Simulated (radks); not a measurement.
Tl I, configuration [Hg] 6p1 (the NIST ground configuration).

Method: scalar-relativistic Kohn-Sham, PBE, spin-polarised, spherical densities, finite nucleus; open shells are filled with parallel spins first (spin-orbit coupling, left out, can overturn this in heavy ions); Fermi nuclear charge, rms radius 5.4759 fm; hard spherical wall at 3 bohr; computed with a radial shooting solver on a logarithmic mesh with Libxc functionals.

Energy parts (eV):
total: -550715.13
kinetic: 620228.35
electron-nucleus: -1374844.57
Hartree: 214223.02
exchange-correlation: -10321.93

Orbitals (lengths in bohr, moments of r in powers of bohr; r(max) is where P^2 peaks; r(90%) holds 90 % of the orbital's charge):
orbital  occ.  eigenvalue (eV)  r(90%)   r(max)
1s up       1        -85561.26  0.0299  0.01004
1s down     1        -85561.22  0.0299  0.01004
2s up       1        -15219.75   0.107  0.05815
2s down     1        -15219.73   0.107  0.05815
2p up       3        -13092.72   0.102  0.04833
2p down     3        -13092.69   0.102  0.04833
3s up       1        -3618.804   0.261   0.1639
3s down     1        -3618.776   0.261   0.1639
3p up       3        -3006.252   0.268   0.1638
3p down     3        -3006.220   0.268   0.1638
3d up       5        -2370.224   0.252   0.1334
3d down     5        -2370.195   0.252   0.1334
4s up       1        -793.4595   0.561   0.3690
4s down     1        -793.4108   0.561   0.3690
4p up       3        -592.6127   0.605   0.3890
4p down     3        -592.5607   0.605   0.3890
4d up       5        -356.7853   0.655   0.3955
4d down     5        -356.7253   0.655   0.3955
4f up       7         -95.8894   0.747   0.3582
4f down     7         -95.8177   0.747   0.3582
5s up       1        -113.9861    1.26   0.8094
5s down     1        -113.8369    1.26   0.8096
5p up       3         -59.8262    1.48   0.9080
5p down     3         -59.6766    1.48   0.9083
5d up       5          -0.1468    1.98    1.131
5d down     5           0.2057    1.97    1.129
5f up       0          46.1638    2.40    1.873
5f down     0          47.0451    2.40    1.857
6s up       1          11.0225    2.40    1.865
6s down     1          12.0188    2.39    1.857
6p up       1          28.3305    2.47    2.028
6p down     0          29.4338    2.47    2.024
6d up       0          58.7348    2.54    2.216
6d down     0          59.7069    2.54    2.216
7s up       0          95.5563    2.62    2.429
7s down     0          96.1299    2.62    2.430

The highest occupied level is 6p up at 28.331 eV. The electron density at the nucleus is 2.72e+06 e/bohr^3 (large components only).
